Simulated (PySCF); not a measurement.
# What builds the third ionisation energy along the second row

Calculated with PySCF 2.14 from differences of total energies of unrestricted determinants, without spin-orbit coupling. Each column adds one step, in eV (sums use unrounded values): valence MP2, valence CCSD, valence triples, then the next inner shell at CCSD(T) (C 1s, N 1s, O 1s, F 1s, Ne 1s). References (NIST) marked * lie between the lowest fine-structure levels; the others compare directly ((s) semi-empirical, (t) theoretical).

| element | UHF | + MP2 | + CCSD | + (T) | + inner shell | sum | reference |
| --- | --- | --- | --- | --- | --- | --- | --- |
| C [He] 2s2 → [He] 2s1 (def2-QZVPPD, non-relativistic) | 45.778 | 1.225 | 0.793 | 0.000 | 0.003 | 47.799 | 47.888 |
| N [He] 2s2 2p1 → [He] 2s2 (def2-QZVPPD, non-relativistic) | 47.301 | 0.228 | -0.254 | 0.031 | 0.052 | 47.359 | 47.445 (s) * |
| O [He] 2s2 2p2 → [He] 2s2 2p1 (def2-QZVPPD, non-relativistic) | 54.615 | 0.430 | -0.220 | 0.012 | 0.042 | 54.878 | 54.936 (s) * |
| F [He] 2s2 2p3 → [He] 2s2 2p2 (def2-QZVPPD, non-relativistic) | 62.261 | 0.634 | -0.226 | 0.003 | 0.035 | 62.708 | 62.708 (s) * |
| Ne [He] 2s2 2p4 → [He] 2s2 2p3 (def2-QZVPPD, non-relativistic) | 61.845 | 1.315 | 0.036 | 0.019 | 0.019 | 63.234 | 63.423 * |

What remains against the references is mostly basis incompleteness and, for starred values, spin-orbit coupling.

These are valence bases, so the inner-shell step is incomplete.
